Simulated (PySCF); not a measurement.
**First-order multiplets**

Geometry (Å), atoms numbered from 1 in this order:
```xyz
6

Cu   -0.001    0.003   -1.576
As    0.001   -0.003    0.663
H     0.825   -1.022    1.414
H    -1.294   -0.208    1.415
H     0.470    1.220    1.416
F    -0.002    0.009   -3.332
```

All values are calculated (PySCF): geometry from PBE0-D3(BJ)/def2-SVP, J: PBE/pcJ-1 (pcSseg-1 on As, pcSseg-1 on Cu), B3LYP/pcSseg-1 (pcSseg-2 on Cu) with gauge-including orbitals. Relativity neglected, fast rotation and ring inversion assumed for equivalent nuclei, a single conformation, gas phase.

Chemical shifts δ = σref − σ; CFCl3 for 19F; 1H against TMS, all at this level.

Spectrometer: 500 MHz for 1H. First-order analysis; couplings under 1 Hz (under 4 Hz in carbon signals) are ignored, and nearly equal couplings are merged; the smaller ones broaden or split the lines further.

(1) What pattern does F6 show (19F)?

(2) What pattern does H3/H4/H5 show (1H)?

## Answers

(1) A quartet at δ -213.6: 1.4 Hz to H3/H4/H5 (3 × 1H, 3 bonds away). Lines in Hz from the centre (relative intensity): +2.1 (1), +0.7 (3), -0.7 (3), -2.1 (1). The outer lines are 4.2 Hz apart, the sum of the couplings kept, or 0.009 ppm at this field.

(2) A doublet at δ 3.77: 1.4 Hz to F6 (1 × 19F, 3 bonds away). Lines in Hz from the centre (relative intensity): +0.7 (1), -0.7 (1). The outer lines are 1.4 Hz apart, the sum of the couplings kept, or 0.003 ppm at this field.

Relativistic effects, spin–orbit coupling among them, are left out; they matter for As and for the light atoms bonded to it.
